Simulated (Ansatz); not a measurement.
HIPb (SMILES [I][PbH]) moved off its minimum; all values from Ansatz (an electronic-structure program), cores frozen in correlated methods. Elements past Kr take the def2 small-core potentials, without spin–orbit coupling.
(charge 0, multiplicity 1)
```xyz
3

Pb    -0.6255    -0.5745     0.8247
H     -1.8692    -1.0906    -0.5415
I      1.0393     0.8244    -1.1742
```

Forces at MP2/def2-TZVPPD (eV/Å):

```
atom      Fx      Fy      Fz
----  ------  ------  ------
Pb1    0.018   0.208  -1.067
H2     0.391   0.147   0.513
I3    -0.409  -0.355   0.553
```

Give the forces (eV/Å), the total energy and the dipole at CCSD(T)/def2-TZVPPD.


```tsv
atom	Fx	Fy	Fz
Pb1	0.081	0.213	-0.882
H2	0.279	0.101	0.388
I3	-0.360	-0.314	0.493
```
Energy -489.3695 hartree, dipole 4.23 D.
